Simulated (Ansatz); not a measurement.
Basis-set series for CH₅ClO₂Si₂ (`O=C[SiH](Cl)O[SiH3]`). The species carries charge 0 and has multiplicity 1. The structure was optimised at the PBE0-D4/def2-TZVP level. It is one conformer, not always the lowest.

```json
{"atom": "O1", "x (Å)": "1.6507", "y (Å)": "1.0220", "z (Å)": "-0.5260"}
{"atom": "C2", "x (Å)": "0.8519", "y (Å)": "1.6838", "z (Å)": "0.0904"}
{"atom": "Si3", "x (Å)": "-0.6989", "y (Å)": "0.8199", "z (Å)": "0.8185"}
{"atom": "Cl4", "x (Å)": "-2.3043", "y (Å)": "1.6784", "z (Å)": "-0.1218"}
{"atom": "O5", "x (Å)": "-0.5717", "y (Å)": "-0.7486", "z (Å)": "0.4871"}
{"atom": "Si6", "x (Å)": "0.0978", "y (Å)": "-1.8198", "z (Å)": "-0.5812"}
{"atom": "H7", "x (Å)": "1.0130", "y (Å)": "2.7802", "z (Å)": "0.2053"}
{"atom": "H8", "x (Å)": "-0.8589", "y (Å)": "1.0318", "z (Å)": "2.2719"}
{"atom": "H9", "x (Å)": "-0.7366", "y (Å)": "-3.0451", "z (Å)": "-0.5259"}
{"atom": "H10", "x (Å)": "0.0751", "y (Å)": "-1.2630", "z (Å)": "-1.9544"}
{"atom": "H11", "x (Å)": "1.4820", "y (Å)": "-2.1397", "z (Å)": "-0.1640"}
```

| functional | basis | functions | energy (Eh) | HOMO (eV) | LUMO (eV) |
| --- | --- | --- | --- | --- | --- |
| PBE0-D4 | def2-TZVPP | 289 | -1230.38053 | -7.41 | -2.05 |
| PBE0-D4 | def2-QZVPP | 531 | -1230.42510 | -7.44 | -2.10 |
| ωB97M-V | def2-TZVPP | 289 | -1230.85826 | -9.70 | 0.24 |
| ωB97M-V | def2-QZVPP | 531 | -1230.89986 | -9.73 | 0.14 |

(1) Give the rows for def2-SVP. (An estimate is asked.)

## Answers

(1) Ansatz gave: 
| functional | basis | functions | energy (Eh) | HOMO (eV) | LUMO (eV) |
| --- | --- | --- | --- | --- | --- |
| PBE0-D4 | def2-SVP | 121 | -1229.78050 | -7.31 | -1.86 |
| ωB97M-V | def2-SVP | 121 | -1230.25341 | -9.56 | 0.54 |

Positive LUMOs are unbound and depend on the basis.
